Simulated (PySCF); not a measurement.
Computed with PBE-D3(BJ)/def2-TZVP // CAM-B3LYP-D3(BJ)/def2-TZVP run with PySCF 2.14.0. Gas-phase values, no solvent. One relaxed conformer stands for a flexible species; it need not be the lowest. Excitations are Tamm–Dancoff values on a coarser integration grid. The basis has no diffuse functions, so Rydberg states are missing or too high.

Reference species (SMILES): `Cl/C=C(\[SiH3])C=C` (C–C–C–Si torsion 0°) (neutral, multiplicity 1).

| Item | Value |
|---|---|
| HOMO | -5.89 eV |
| HOMO–LUMO gap | 3.74 eV |
| T1 excitation (TDA) | 3.10 eV |
| brightest of the four lowest singlets (TDA) | 5.39 eV |

Changed species: `C(=C\C=C\Cl)/[SiH3]` (C–C–C–C torsion 180°).

Problem. What does the change do to the HOMO, HOMO–LUMO gap, T1 excitation (TDA) and brightest of the four lowest singlets (TDA)?

Solution. the HOMO falls by 0.03 eV, to -5.92 eV; the HOMO–LUMO gap falls by 0.14 eV, to 3.60 eV; the T1 excitation (TDA) decreases by 0.09 eV, to 3.01 eV; the brightest of the four lowest singlets (TDA) falls by 0.12 eV, to 5.27 eV.
